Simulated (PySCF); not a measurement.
C3H6InNO3, SMILES C[O][In]([N]=C=O)[O]C.

Geometry optimised at B3LYP-D3(BJ)/def2-SVP. The def2 effective core potentials stand for the cores of In; spin–orbit coupling is left out. The values are those of a single conformer.

Calculation: PySCF with C-PCM-PBE0/def2-SVP.

The values are the electrostatic part of the solvation free energy, E(continuum) − E(gas) at the gas-phase geometry, in a cavity of scaled van der Waals radii (PySCF's table); cavitation and dispersion terms are not included. A continuum can't describe solvent molecules that bind to the metal. In vacuum the orbital gap is 5.63 eV. The dipole moment in vacuum is 2.90 D.

Estimate the values in water (ε = 78.36), dimethylsulfoxide (ε = 46.83), chloroform (ε = 4.71). (Estimate from the structure and the level; the computed values follow.)


| solvent | ε | ΔG(elec) (kcal/mol) | dipole (D) | gap (eV) |
|---|---|---|---|---|
| water | 78.36 | -10.1 | 3.54 | 5.78 |
| dimethylsulfoxide | 46.83 | -10.0 | 3.53 | 5.78 |
| chloroform | 4.71 | -7.9 | 3.39 | 5.75 |
